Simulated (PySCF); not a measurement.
Be(NMe2)(SeH) (C₂H₇BeNSe), SMILES [Be]([SeH])[N](C)C. Atoms are numbered in the order given.

```xyz
12

Be    -0.2790    -0.0057     0.0000
N     -1.7811    -0.0022     0.0000
C     -2.5822     0.0025    -1.2099
C     -2.5822     0.0025     1.2099
H     -3.2431    -0.8847    -1.2651
H     -3.2295     0.8995    -1.2678
H     -1.9404    -0.0040    -2.1059
H     -3.2295     0.8995     1.2678
H     -3.2431    -0.8847     1.2651
H     -1.9404    -0.0040     2.1059
Se     1.7518    -0.0422     0.0000
H      1.8355     1.4236     0.0000
```

Geometry optimised at ωB97X-D3(BJ)/def2-SVP. The structure was generated by enumeration; whether it is a known compound was not checked. The values are those of a single conformer.

All values below come from PySCF with PBE/def2-TZVP.

Computed frontier levels, gap, dipole moment and polarisability:
```yaml
highest_occupied_level: -5.25 eV
lowest_empty_level: -1.00 eV
orbital_gap: 4.25 eV
dipole_moment: 1.82 D
quadrupole, principal values (traceless, Buckingham form, about the centre of nuclear charge): -2.45, -0.23, 2.68 D·Å
mean_static_polarisability: 81.4 bohr³ (12.05 Å³)
polarisability_principal_values: 64.2, 72.5, 107.4 bohr³
```
